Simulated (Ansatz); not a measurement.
Ansatz results at the PBE0-D4/def2-TZVP geometry: size of the dipole moment (ωB97M-V/def2-TZVPP) 2.72 D; zero-point energy (PBE0-D4/def2-TZVP) 110.6 kJ/mol; size of the dipole moment (PBE/def2-TZVPP) 2.76 D.

Each molecule was computed in one conformer, which needn't be the lowest.

(1) Which molecule gave them?
A. `[NH]=[Ta]([NH2])([Cl])[Cl]`
B. `[O]=[Ta]([OH])([OH])[OH]`
C. `[NH2][Ta](=[O])([OH])[OH]`
D. `[O]=[Ta]([OH])([Cl])[Cl]`

Answers

(1) A. The others give `[O]=[Ta]([OH])([Cl])[Cl]`: 3.49, 48.7, 3.31; `[O]=[Ta]([OH])([OH])[OH]`: 6.76, 106.4, 6.40; `[NH2][Ta](=[O])([OH])[OH]`: 3.85, 142.0, 3.62.
